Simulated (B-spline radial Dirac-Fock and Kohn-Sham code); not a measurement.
# Relativistic shifts of the levels of Lu³⁴⁺

System: the Lu³⁴⁺ ion, configuration 1s2 2s2 2p6 3s2 3p6 3d10 4s2 4p6 4d1.

Both columns are ΔSCF binding energies of the configuration average from a radial atomic solver: non-relativistic Hartree-Fock with a point nucleus, and Dirac-Fock with a finite nucleus and the Coulomb interaction alone, averaged over the two j levels with weights 2j+1.

```csv
shell,Hartree-Fock (eV),Dirac-Fock (eV),shift (eV),shift (%)
1s,60329.6,65044.3,+4714.77,+7.82
2s,11102.8,12346.4,+1243.55,+11.20
2p,10662.8,11073.5,+410.70,+3.85
3s,3580.2,3893.0,+312.78,+8.74
3p,3381.2,3498.5,+117.27,+3.47
3d,3016.5,3002.5,-14.07,-0.47
4s,1621.7,1721.7,+100.09,+6.17
4p,1528.3,1567.7,+39.35,+2.57
4d,1386.4,1386.1,-0.34,-0.02
```

Relativity binds 1s, 2s, 2p, 3s, 3p, 4s, 4p more strongly, among those listed most of all 2s in relative terms, and 3d, 4d more weakly, because the contracted s and p shells screen the nucleus better.

Values without a named source are computed, but for edge energies of neutral atoms, which are taken from tables.
